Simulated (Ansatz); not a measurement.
Computed with Ansatz.

A structure relaxed at PBE0-D4/def2-TZVP, charge 0, multiplicity 1:

```tsv
atom	x (Å)	y (Å)	z (Å)
Si1	-0.315	-2.674	-0.194
Si2	1.323	-1.521	-1.405
Si3	2.091	0.397	-0.302
Si4	0.645	2.203	-0.649
Si5	-1.546	1.584	-0.119
Si6	-1.601	0.704	2.048
H7	0.203	-3.012	1.158
H8	-0.672	-3.935	-0.900
H9	-1.548	-1.857	-0.041
H10	0.782	-1.139	-2.740
H11	2.466	-2.452	-1.626
H12	2.194	0.116	1.158
H13	3.453	0.745	-0.799
H14	0.731	2.625	-2.075
H15	1.058	3.352	0.205
H16	-2.464	2.755	-0.211
H17	-2.003	0.558	-1.097
H18	-1.355	1.795	3.029
H19	-2.912	0.070	2.350
H20	-0.530	-0.316	2.210
```

Q: Give its formula and SMILES.

A: H14Si6, `[SiH3][SiH2][SiH2][SiH2][SiH2][SiH3]`.

Q: Point group (tolerance 0.08 Å, 0.16 Å for H)?

A: C1.

Q: Summarise the bond lengths by kind.

A: 5 × Si–Si 2.338 to 2.342 Å; 14 × H–Si 1.487 to 1.491 Å.
